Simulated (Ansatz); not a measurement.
Spectroscopic constants of GeCl+, closed-shell singlet (lowest of 2S+1 = 1, 3, 5 at CCSD(T)/def2-TZVPP on PBE0 minima; our sources give no spin for the ground state, which may be another). No spin–orbit coupling. Ge is treated without relativity.

Constants: fifth-degree fit in 1/R to seven points, most abundant isotopes. Runs in def2 and cc sets follow the lowest solution found near the PBE0 minimum. The singlet is held restricted. HF and MP2 rows in def2 and cc sets belong to the determinant that coupled cluster picked by its CCSD energy.

Codes used: Ansatz (a program for electronic structure). 

Energies at HF/def2-QZVPP:

| R (Å) | E (hartree) |
|---|---|
| 1.916016 | -2534.68510560 |
| 1.967522 | -2534.69158000 |
| 2.014907 | -2534.69452730 |
| 2.068473 | -2534.69506923 |
| 2.122039 | -2534.69324923 |
| 2.183846 | -2534.68887135 |
| 2.255954 | -2534.68145843 |

Question: With a reduced mass of 23.7390 u, find the minimum, the force constant and the constants.

Answer: A fifth-degree polynomial in 1/R puts the minimum at r_e = 2.0524 Å with force constant 384 N/m. Then ω_e = (1/2πc)√(k/μ) = 524 cm⁻¹ and B_e = h/(8π²cμr_e²) = 0.1686 cm⁻¹; the cubic and quartic terms give α_e = 0.00066 and ω_e x_e = 1.3 cm⁻¹.
